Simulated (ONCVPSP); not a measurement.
# Ranking ONCV potentials for Ti (Z = 22)

All share these settings but for the change named:

```
Element                 : titanium
Generator               : ONCVPSP 4.0.1
Type                    : optimised norm-conserving Vanderbilt (ONCV)
Functional              : PBEsol
Relativity              : scalar-relativistic
Frozen core             : [Ne]
Valence charge          : 12
Reference configuration : 3s2 3p6 3d2 4s2
Partial waves           : 3s+4s: rc 2.00 bohr, ncon 5, nbas 8, qcut 6.4 1/bohr, 2 projectors; 3p: rc 1.70 bohr, ncon 4, nbas 8, qcut 10 1/bohr, 1 projector; 3d: rc 1.85 bohr, ncon 4, nbas 9, qcut 9.3 1/bohr, 1 projector
Local potential         : polynomial inside 1.65 bohr (lpopt 5, dvloc0 0 Ha)
Core correction         : none
```

Cutoff: the first of the cutoffs (Ha) at which the residual kinetic energy of the hardest occupied pseudo-wave falls to 1 and 0.1 mHa per electron; the density cutoff is not measured.

The base gives 29 Ha.

Of 6 variants that were run, those that failed, showed a ghost or another fault, or gave nearly equal values are left out.

A variant can come out equal or close to the base.

Task: Rank these variants from softest to hardest (loose cutoff).
A. d: qcut 5.8
B. d: qcut 9.5
C. d: qcut 12.2
D. d: qcut 7.2

Result: D (22 Ha), B (30 Ha), C (37 Ha), A (54 Ha).
